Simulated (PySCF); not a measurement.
**Adding and removing an electron: NaBi**

M06-L; basis Na def2-SVPD, Bi def2-SVPD with ECP60; scalar-relativistic core potentials; PySCF 2.14. Neutral (UKS): triplet (π ↑↑), Re = 3.039 Å, ωe = 179 cm⁻¹, De = 1.65 eV, HOMO -3.32 eV, LUMO -2.84 eV.

NaBi⁺ (UKS): quartet (σ ↑, π ↑↑), Re = 3.522 Å, ωe = 80.7 cm⁻¹. The energies at the minima are -376.97005 hartree for NaBi and -376.75389 for NaBi⁺.

(1) Work out the adiabatic ionisation energy, without and with harmonic zero-point energies (1 hartree = 27.2114 eV, 1 eV = 8065.5 cm⁻¹), and the change of the bond length.

These are scalar-relativistic numbers at best; spin–orbit coupling would shift them, the dissociation energy most. Counting both spins, an empty level lies below a filled one in some of these solutions, because spin and occupation are held. States were picked by a PBE0 search and need not be the measured ground states.

## Answers

(1) At M06-L: 0.21616 hartree = 5.882 eV between the minima; the zero-point term (80.7 − 179.0)/2 cm⁻¹ = -0.006 eV makes it 5.876 eV. Re changes by +48.3 pm against the neutral. The electron leaves a σ orbital, and the ion is left as a loose complex of an ion and an atom.
